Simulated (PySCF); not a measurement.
Computed shifts of a molecule Cl2H5NSi2, PBE0/pcSseg-1 (PySCF), GIAO, gas phase, atoms alike by connectivity averaged where their shifts nearly agree, in ppm (number of nuclei): ²⁹Si: -15.0 (2). ¹⁵N: 61.1 (1). ¹H: 5.66 (2), 5.53 (2), 2.08 (1). References: ²⁹Si against TMS (σ = 352.7 ppm); ³⁵Cl against HCl (σ = 945.9 ppm); ¹⁵N against NH3 (σ = 267.4 ppm); ¹H against TMS (σ = 31.56 ppm), references at their B3LYP-D3(BJ)/def2-TZVP geometries, non-relativistic (without spin–orbit terms, shifts of atoms bonded to Cl or Br come out too high). Coordinates come from a PBE0-D3(BJ)/def2-SVP optimisation. Other conformers were not sampled.

**Question.** Pick the molecule that these values belong to.
A. N[Si]([SiH3])(Cl)Cl
B. N[Si@@H](Cl)[SiH2]Cl
C. N[SiH2][SiH](Cl)Cl
D. Cl[SiH2]N[SiH2]Cl

**Answer.** D, Cl[SiH2]N[SiH2]Cl
